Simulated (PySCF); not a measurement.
# Electronic structure of As (arsenic, neutral) at the UHF level

Configuration: [Ar] 3d10 4s2 4p2 4d1, one real determinant (an excited configuration). Computed with PySCF 2.14 in aug-cc-pVQZ-DK, with scalar relativity by spin-free X2C-1e.

```json
{
  "Total energy": "-2258.711507 hartree",
  "One-electron energy": "-3140.8532 hartree",
  "Hartree (Coulomb) energy": "964.7360 hartree",
  "Exchange energy": "-82.5943 hartree",
  "⟨S²⟩": "3.7559",
  "⟨L²⟩": "8.009",
  "Sum of ⟨r⟩": "26.97 bohr",
  "Sum of ⟨r²⟩": "61.24 bohr²",
  "Traceless quadrupole moment −½Σ⟨3z² − r²⟩ along its main axis": "-4.54 e·bohr²",
  "Langevin diamagnetic susceptibility": "-48.5 ×10⁻⁶ cm³/mol"
}
```

```csv
shell,electrons,mean orbital energy (hartree),spread (hartree),"rms radius, mean of both spins (bohr)"
1s α,1,-439.10541,0,0.0524
1s β,1,-439.09972,0,0.0524
2s α,1,-57.94659,0,0.219
2s β,1,-57.94446,0,0.219
2p α,3,-50.66197,0.00187,0.196
2p β,3,-50.65599,0.00539,0.196
3s α,1,-8.44968,0,0.639
3s β,1,-8.43876,0,0.639
3p α,3,-6.10992,0.00197,0.667
3p β,3,-6.09457,0.01880,0.667
3d α,5,-2.24107,0.01342,0.748
3d β,5,-2.23303,0.01865,0.748
4s α,1,-0.91712,0,2.06
4s β,1,-0.72827,0,2.06
4p α,2,-0.48178,0,2.54
4d α,1,-0.03883,0,5.51
```

⟨L²⟩ = 8.01 against 12 for a pure F term, so this real determinant mixes terms. The outer electron is Rydberg-like, and this basis confines it to a smaller radius and binds it less than a complete one would.

Densities and radii are taken from the X2C orbitals without a picture-change correction, which distorts them close to the nucleus.

Spin-orbit constants ζ (cm⁻¹) from the X2C one-electron operator on these orbitals: bare nucleus, nucleus screened by l(l+1)(2l+1)/3 electrons, and screened by the Breit-Pauli mean field of the electrons.

```tsv
shell	bare	screened nucleus	mean field
2p	203400	191100	n/a
3p	27790	26100	n/a
3d	3212	2239	n/a
4p	1581	1485	n/a
4d	16.61	11.57	n/a
```

To first order the Landé constant is A = 167.6 cm⁻¹, so the lowest level has J = 3/2 and lies 0.125 eV below the centre of the term. This holds in LS coupling only.
